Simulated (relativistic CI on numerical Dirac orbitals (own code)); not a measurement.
**Magnetism of Er²⁺, 4f12, in a crystal field**

Calculated by Dirac-Coulomb-Breit CI, separate exchange-only KLI orbitals for each configuration, QED by a radiative potential, one configuration in a parametric crystal field, unscaled Slater integrals (own radial code). With so little scaling, terms lie 10 to 35 % too far apart, which can change the order of excited levels.

Field parameters in Wybourne normalisation; cubic f-shell fields have B⁴₄ = √(5/14) B⁴₀ and B⁶₄ = −√(7/2) B⁶₀. The field is a parameter set, without covalency.

S is read from ⟨S²⟩ = S(S + 1).

Powder χT (cm³ K mol⁻¹) by Van Vleck's formula, with temperature-independent terms:

| Field | 2 K | 5 K | 10 K | 20 K | 50 K | 100 K | 200 K | 300 K |
| --- | --- | --- | --- | --- | --- | --- | --- | --- |
| C2v, B20 = 480, B22 = 170, B40 = -110, B42 = -340, B44 = -350, B60 = 260, B62 = 0, B64 = 230, B66 = 240 cm⁻¹ | 5.58 | 6.01 | 6.14 | 6.3 | 6.62 | 6.84 | 7.02 | 7.09 |
| D3h, B20 = 450, B40 = 80, B60 = 100, B66 = 280 cm⁻¹ | 3.14 | 4.78 | 5.64 | 6.18 | 6.69 | 6.95 | 7.08 | 7.12 |
| D3h, B20 = 120, B40 = -140, B60 = -450, B66 = -70 cm⁻¹ | 0.714 | 1.78 | 3.4 | 5.16 | 6.48 | 6.94 | 7.09 | 7.12 |
| D3h, B20 = 260, B40 = 140, B60 = -120, B66 = 220 cm⁻¹ | 5.71 | 6.06 | 6.19 | 6.4 | 6.82 | 7.03 | 7.11 | 7.13 |
| D4h, B20 = -60, B40 = -50, B44 = -840, B60 = 120, B64 = -30 cm⁻¹ | 2.65 | 4.78 | 5.51 | 5.85 | 6.34 | 6.76 | 7.01 | 7.08 |
| Oh, B40 = -1000, B60 = 160 cm⁻¹ | 0.767 | 1.92 | 3.66 | 5.39 | 6.28 | 6.65 | 6.95 | 7.05 |

Problem. For D3h, B20 = 120, B40 = -140, B60 = -450, B66 = -70 cm⁻¹: what effective moment follows at 300 K?

Solution. μ_eff = √(8χT) = 7.55 μB. The LS value g√(J(J + 1)) of the free ion's 3H_6 level is 7.56 μB.
